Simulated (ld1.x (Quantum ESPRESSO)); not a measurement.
## Before and after: TM potential for P (Z = 15)

* Element: phosphorus
* Generator: ld1.x (Quantum ESPRESSO) 7.5
* Type: norm-conserving Troullier–Martins (Kleinman–Bylander form)
* Functional: PBE
* Relativity: scalar-relativistic
* Frozen core: [Ne]
* Valence charge: 5
* Reference configuration: 3s2 3p2 (charge +1)
* Partial waves: 3s (bound): rc 1.65 bohr; 3p (bound): rc 2.00 bohr
* Local potential: all-electron potential smoothed inside 1.35 bohr (lloc = -1)
* Core correction: none

Change: all radii scaled by about 0.80 (s 1.32, p 1.60 bohr); local potential all-electron potential smoothed inside 1.08 bohr (lloc = -1).

Cutoffs: the cutoffs (Ry, on a coarse ladder) from which the occupation-weighted sum of valence levels, in a spherical-Bessel basis at the reference potential, stays within 10 and 1 mRy of its value at 400 Ry; they do not see the model core or the augmentation charge, which bear on the density cutoff. Errors are all-electron minus pseudo energies relative to the spin-unpolarised reference configuration.

Question: What does the change do?

Answer: The potential gets harder (21 Ry and 50 Ry → 21 Ry and 80 Ry); a bound ghost appears in s, which as a rule spoils a file; the number of tests that count goes from 7 to 3; of the 3 tests that both files solve, the error grows in 0 and shrinks in 3 by more than 15 % and 0.3 meV (median size 3.6 → 2.4 meV). A smaller radius makes the pseudo-wave follow the all-electron one further in, where it bends more sharply, so more plane waves are needed. Less of the atom is replaced, so other configurations are described better.

| quantity | base | changed |
| --- | --- | --- |
| cutoff, loose | 21 Ry | 21 Ry |
| cutoff, tight | 50 Ry | 80 Ry |
| bound ghosts | none | s |
| tests counted (converged, no solver errors) | 7 of 7 | 3 of 7 |
| error for 3s2 3p3, meV [ΔE -9.73 eV] | +3.6 | -2.4 |
| error for 3s2 3p2.5, meV [ΔE -5.95 eV] | +1.4 | -0.7 |
| error for 3s2 3p3.3, meV [ΔE -11.04 eV] | +4.9 | -3.5 |

Changed file: Tests not counted: 3s2 3p1 (solver errors, printed error -48.5 eV); 3s2 3p0 (solver errors, printed error -7.4 eV); 3s1 3p4 (solver errors, printed error -4.8 eV); 3s1 3p0 (solver errors, printed error +12.0 eV). A true bound ghost makes a file unfit for plane-wave use even where its test errors are small: the radial tests pick states by their node count and pass the ghost by. Where a test does run into it, the solver fails or the error is huge.
